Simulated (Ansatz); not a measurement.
Cost and result for the atomization energy of `C=C(F)O[SiH2]C` (13 atoms, 12 bonds).

Cartesian coordinates in Å:
```
C -1.8829 1.5105 1.3324
C -1.1700 0.7740 0.4983
F -1.0449 1.1212 -0.7953
O -0.5145 -0.3359 0.7828
Si 0.3632 -1.3040 -0.2703
C 1.8602 -0.4239 -0.9227
H -1.9714 1.2108 2.3648
H -2.3721 2.4038 0.9774
H 0.7336 -2.4532 0.5869
H -0.5220 -1.7570 -1.3720
H 2.4887 -0.0631 -0.1054
H 1.5754 0.4261 -1.5455
H 2.4567 -1.1094 -1.5315
```

Charge 0, multiplicity 1. All single points use the PBE0-D4/def2-TZVP geometry. It is one conformer, not always the lowest. Program: Ansatz. All runs use 2 threads of an AMD EPYC 7R13 on a shared host and a share of an NVIDIA H100 80 GB. Times are those of one run each, without the atoms' runs, and a repeat can differ threefold. Electronic energies, without spin–orbit coupling; frozen cores. CCSD(T)/CBS adds CCSD(T) − MP2 in def2-TZVPP to the MP2 limit, and its time is that of the two runs behind it. T1 = 0.012. B3LYP takes the VWN-RPA correlation (the form of Gaussian; ORCA's B3LYP/G).

CCSD(T)/CBS is a level of theory with its own doubt, some kJ/mol a heavy atom from the limit and from the frozen cores, so smaller differences don't rank the functionals.

```json
{"level": "PBE0-D4/def2-TZVPP", "functions": "295", "wall time": "2.4 s"}
{"level": "r2SCAN-D4/def2-TZVPP (with forces)", "functions": "295", "wall time": "2.7 s"}
{"level": "PBE-D4/def2-TZVPP (with forces)", "functions": "295", "wall time": "3.1 s"}
{"level": "B3LYP-D4/def2-TZVPP (with forces)", "functions": "295", "wall time": "3.3 s"}
{"level": "ωB97X-V/def2-TZVPP", "functions": "295", "wall time": "3.5 s"}
{"level": "B2PLYP/def2-TZVPP", "functions": "295", "wall time": "4 s"}
{"level": "MP2/def2-QZVPP", "functions": "565", "wall time": "4.9 s"}
{"level": "ωB97M-V/def2-TZVPP (with forces)", "functions": "295", "wall time": "6.5 s"}
{"level": "CCSD(T)/def2-TZVPP", "functions": "295", "wall time": "7.5 s"}
{"level": "CCSD(T)/CBS(def2)", "functions": "–", "wall time": "12 s"}
```

(1) What atomization energy does each give, and how far from CCSD(T)/CBS? (An estimate is asked.)

Answers

(1) The calculation gave: 
| level | atomization (kJ/mol) | difference from CCSD(T)/CBS | per bond |
| --- | --- | --- | --- |
| PBE0-D4/def2-TZVPP | 5105.7 | 10.2 | 0.8 |
| r2SCAN-D4/def2-TZVPP (with forces) | 5120.5 | 25.0 | 2.1 |
| PBE-D4/def2-TZVPP (with forces) | 5205.1 | 109.6 | 9.1 |
| B3LYP-D4/def2-TZVPP (with forces) | 5096.5 | 1.0 | 0.1 |
| ωB97X-V/def2-TZVPP | 5112.2 | 16.7 | 1.4 |
| B2PLYP/def2-TZVPP | 5047.1 | -48.4 | -4.0 |
| MP2/def2-QZVPP | 5138.0 | 42.5 | 3.5 |
| ωB97M-V/def2-TZVPP (with forces) | 5115.9 | 20.4 | 1.7 |
| CCSD(T)/def2-TZVPP | 4967.8 | -127.7 | -10.6 |
| CCSD(T)/CBS(def2) | 5095.5 | 0.0 | 0.0 |

From PBE to PBE0 (25 % exact exchange), in def2-TZVPP and without D4, the atomization energy moves by −95.5 kJ/mol: exact exchange takes away binding that semilocal exchange gives to molecules. The D4 term adds +40.6 kJ/mol with B3LYP and +21.5 kJ/mol with PBE0; it sums over pairs of atoms, weighted by their polarisabilities, and B3LYP, whose exchange is more repulsive, gets the larger term. In def2-TZVPP, CCSD(T) changes the Hartree–Fock value by +1229.0 kJ/mol (the triples alone add +75.7 kJ/mol) and MP2 by +1323.4 kJ/mol; breaking electron pairs costs correlation energy, which Hartree–Fock lacks.
